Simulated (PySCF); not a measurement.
Ta(O)(OH)2(NH2) (H4NO3Ta), SMILES [NH2][Ta](=[O])([OH])[OH], multiplicity 1.

The structure is a stationary point at B3LYP-D3(BJ)/def2-SVP. The multiplicity is an assumed one; no other spin state was optimised. The structure was generated by enumeration; whether it is a known compound was not checked. The def2 effective core potentials stand for the cores of Ta; spin–orbit coupling is left out. Other conformers were not sampled.

These are PBE/def2-TZVP (PySCF) values and carry that method's errors.

The molecule is in vacuum.

Computed frontier levels, gap, dipole moment and polarisability:
```json
{
 "highest_occupied_level": "-6.34 eV",
 "lowest_empty_level": "-1.14 eV",
 "orbital_gap": "5.21 eV",
 "dipole_moment": "1.61 D",
 "quadrupole, principal values (traceless, Buckingham form, about the centre of nuclear charge)": "-13.86, 6.85, 7.01 D·Å",
 "mean_static_polarisability": "57.3 bohr³ (8.49 Å³)",
 "polarisability_principal_values": "54.4, 57.1, 60.4 bohr³"
}
```
